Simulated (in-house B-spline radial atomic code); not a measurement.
# Binding energies in W⁸⁺

NIST's tabulated ground configuration is [Kr] 4d10 4f14 5s2 5p4; each binding energy is the energy of the ion with one electron taken from that subshell, relaxed, less that of the parent. All numbers are computed (Dirac-Hartree-Fock, average of configuration; Fermi nucleus of rms radius 5.3658 fm) with a B-spline radial code for spherical atoms, not measured. Energies include first-order Breit, QED and recoil terms.

```json
{"subshell": "1s", "X-ray name": "K", "binding energy (eV)": "69656.9", "-ε (eV)": "70090.1", "relaxation (eV)": "84.0"}
{"subshell": "2s", "X-ray name": "L1", "binding energy (eV)": "12241.8", "-ε (eV)": "12333.7", "relaxation (eV)": "48.7"}
{"subshell": "3s", "X-ray name": "M1", "binding energy (eV)": "2959.1", "-ε (eV)": "2993.8", "relaxation (eV)": "26.0"}
{"subshell": "3d3/2", "X-ray name": "M4", "binding energy (eV)": "2004.6", "-ε (eV)": "2035.8", "relaxation (eV)": "28.0"}
{"subshell": "3d5/2", "X-ray name": "M5", "binding energy (eV)": "1942.2", "-ε (eV)": "1971.7", "relaxation (eV)": "27.5"}
{"subshell": "4s", "X-ray name": "N1", "binding energy (eV)": "733.6", "-ε (eV)": "744.2", "relaxation (eV)": "8.7"}
{"subshell": "4d3/2", "X-ray name": "N4", "binding energy (eV)": "391.8", "-ε (eV)": "399.4", "relaxation (eV)": "7.2"}
{"subshell": "4d5/2", "X-ray name": "N5", "binding energy (eV)": "379.3", "-ε (eV)": "386.3", "relaxation (eV)": "6.9"}
{"subshell": "5s", "X-ray name": "O1", "binding energy (eV)": "202.4", "-ε (eV)": "203.6", "relaxation (eV)": "0.8"}
{"subshell": "4f5/2", "X-ray name": "N6", "binding energy (eV)": "164.1", "-ε (eV)": "169.9", "relaxation (eV)": "5.9"}
{"subshell": "4f7/2", "X-ray name": "N7", "binding energy (eV)": "161.9", "-ε (eV)": "167.5", "relaxation (eV)": "5.7"}
{"subshell": "5p", "X-ray name": "O2,3", "binding energy (eV)": "161.3", "-ε (eV)": "162.1", "relaxation (eV)": "0.6"}
```

Relaxation = -ε minus the binding energy without Breit, QED and recoil terms.

Emission lines follow as differences of binding energies, with λ = 12398.42 eV·Å / E:

```tsv
line	holes	energy (eV)	wavelength (Å)
M5-N7	3d5/2 → 4f7/2	1780.3	6.9642
M4-N6	3d3/2 → 4f5/2	1840.5	6.7364
```

Q: What does it cost to remove both a 4f7/2 and a 5p electron?

A: 345.62 eV, which is 22.42 eV more than the two single binding energies together.

Q: What does it cost to remove both a 1s and a 4f5/2 electron?

A: 69854 eV, which is 33.3 eV more than the two single binding energies together.

Q: What does it cost to remove both a 1s and a 4f7/2 electron?

A: 69852 eV, which is 33.02 eV more than the two single binding energies together.
